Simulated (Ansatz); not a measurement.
`[OH][GeH2][O][SiH3]` + `[OH][Sn][F]` → `[F][Sn][O][SiH3]` + `[OH][GeH2][OH]`  (ligand exchange at the Si–O bond)

Computed with Ansatz on PBE0-D4/def2-TZVP structures; ΔE is electronic, products minus reactants. CBS: MP2 limit from def2 TZ/QZ plus the TZ coupled-cluster correction, frozen cores. Functionals use def2-TZVPP. Elements past krypton have def2 core potentials. For Ge, Sn outer-core shells are correlated without core-valence functions, which leaves a few kJ/mol of doubt a bond. Scalar relativity is left out up to krypton. Each species was taken in one conformer, which may not be the lowest.

`[OH][GeH2][O][SiH3]`:

Cartesian coordinates in Å:
```
O 0.617 -1.452 -1.495
Ge 0.996 -1.027 0.182
O 0.363 0.590 0.521
Si -1.117 1.282 0.396
H 1.093 -0.921 -2.137
H 2.509 -0.917 0.410
H 0.256 -2.066 1.027
H -1.355 1.780 -0.985
H -1.173 2.425 1.341
H -2.189 0.306 0.739
```

`[OH][Sn][F]`:

```xyz
4

O     0.542    0.316    0.707
Sn   -0.423    0.142   -1.001
F    -1.184   -1.571   -0.526
H     1.065    1.114    0.819
```

`[F][Sn][O][SiH3]`:

Cartesian coordinates in Å:
```
F 0.061 2.461 -0.898
Sn 0.039 2.259 1.035
O -0.003 0.298 1.015
Si -0.020 -0.952 -0.047
H -1.224 -0.899 -0.919
H 1.194 -0.941 -0.908
H -0.046 -2.225 0.722
```

`[OH][GeH2][OH]`:

Z-matrix (Å, degrees):
```
Ge
O 1 1.773
O 1 1.776 2 110.8
H 1 1.525 2 104.9 3 114.7
H 1 1.543 2 109.7 3 -119.9
H 2 0.959 1 113.6 3 70.1
H 3 0.959 1 113.3 2 -91.5
```

Q: Is it downhill or uphill in electronic energy at CCSD(T)/CBS, and by how much? (An estimate is asked.)

A: Computed: Downhill: ΔE = -7.2 kJ/mol.

Q: What do these levels give: ωB97M-V, SCS-MP2/def2-TZVPP, CCSD/def2-TZVPP, CCSD(T)/def2-TZVPP, HF/def2-QZVPP, MP2/CBS(def2)? (Best estimate.)

A: The calculation gave: ωB97M-V -7.7, SCS-MP2/def2-TZVPP -8.5, CCSD/def2-TZVPP -8.0, CCSD(T)/def2-TZVPP -7.5, HF/def2-QZVPP -8.6, MP2/CBS(def2) -8.2 kJ/mol.

Largest T1 diagnostic among the species: 0.018.
